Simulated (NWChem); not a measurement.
System meant: HfF3, doublet; SMILES [F][Hf]([F])[F]

Input file for NWChem:

```
start job
memory heap 200 mb stack 900 mb global 1100 mb
geometry units angstroms noautoz
  Hf     0.000000     0.000000    -0.154835
  F      0.497037     1.842480    -0.155404
  F      1.347116    -1.351687    -0.155404
  F     -1.844153    -0.490793    -0.155404
end
basis spherical
  Hf library def2-svp
  F library def2-svp
end
dft
  odft
  mult 2
  xc xpbe96 cpbe96
  iterations 150
  mulliken
end
task dft energy
```

End of the output:

```
          Convergence Information
          -----------------------
          Convergence aids based upon iterative change in
          total energy or number of iterations.
          Levelshifting, if invoked, occurs when the
          HOMO/LUMO gap drops below (HL_TOL):  1.00D-02
          DIIS, if invoked, will attempt to extrapolate
          using up to (NFOCK): 10 stored Fock matrices.

                    Damping( 0%)  Levelshifting(0.5)       DIIS
                  --------------- ------------------- ---------------
          dE  on:    start            ASAP                start
          dE off:    2 iters        150 iters           150 iters

      Screening Tolerance Information
      -------------------------------
          Density screening/tol_rho:  1.00D-10
          AO Gaussian exp screening on grid/accAOfunc:  14
          CD Gaussian exp screening on grid/accCDfunc:  20
          XC Gaussian exp screening on grid/accXCfunc:  20
          Schwarz screening/accCoul:  1.00D-08

      Superposition of Atomic Density Guess
      -------------------------------------

      charge =      72.0 Hf (Hafnium)

      symmetry species            s     p     d     f
      number of basis functions = 7     6     5     1
      number of cont. functions = 6     3     2     1
      number of closed shells   = 6     4     2     1
      number of open shells     = 0     0     1     0
      open shell occupation     = 0     0     2     0
 ------------------------------------------------------------------------
 atomscf:atomd: error in atom scf                   0
 ------------------------------------------------------------------------
 ------------------------------------------------------------------------
  current input line :
    20: task dft energy
 ------------------------------------------------------------------------
 ------------------------------------------------------------------------
 This error has not yet been assigned to a category
 ------------------------------------------------------------------------
 For more information see the NWChem manual at https://nwchemgit.github.io

0:atomscf:atomd: error in atom scf:Received an Error in Communication
```

Task: Can this run be used? If not, why, and what is the fix?

Result: The run crashed. Cause: the def2 basis of a heavy element holds valence functions alone and wants its effective core potential (without it all electrons must fit into that basis). This input runs:
```
start job
memory heap 200 mb stack 900 mb global 1100 mb
geometry units angstroms noautoz
  Hf     0.000000     0.000000    -0.154835
  F      0.497037     1.842480    -0.155404
  F      1.347116    -1.351687    -0.155404
  F     -1.844153    -0.490793    -0.155404
end
basis spherical
  * library def2-svp
end
ecp
  Hf library def2-ecp
end
dft
  odft
  mult 2
  xc xpbe96 cpbe96
  iterations 150
  mulliken
end
task dft energy
```
It converges to -347.27381 Ha (PBE/def2-SVP with def2 effective core potentials on Hf, spin-unrestricted).
